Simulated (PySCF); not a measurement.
Level of theory: PBE0/[Zr def2-TZVP with ECP28, F def2-TZVP, Cl def2-TZVP], scalar-relativistic core potentials, density fitting, no spin–orbit coupling, PySCF. Open shells, if any, are unrestricted.

Task: What spin state, shape and geometry does isolated ZrFCl take (every ligand bound to Zr)?

Result: Formally Zr is in oxidation state +2, d2, with 2 unpaired electrons (the high-spin count). The Mulliken spin on Zr is 2.05. The polar-tensor charge on Zr, 1.22, is below the formal one. The lowest minimum found is a triplet of Cs symmetry with Zr–Cl 2.353 Å, Zr–F 1.902 Å; Cl–Zr–F 135.2°. Its harmonic wavenumbers are 86 (a'), 386 (a'), 649 (a') cm⁻¹ and its dipole moment is 2.01 D.

This need not be the most stable arrangement of these atoms. Open d and f shells are described by one determinant, and the ground state may have another occupation or spin.
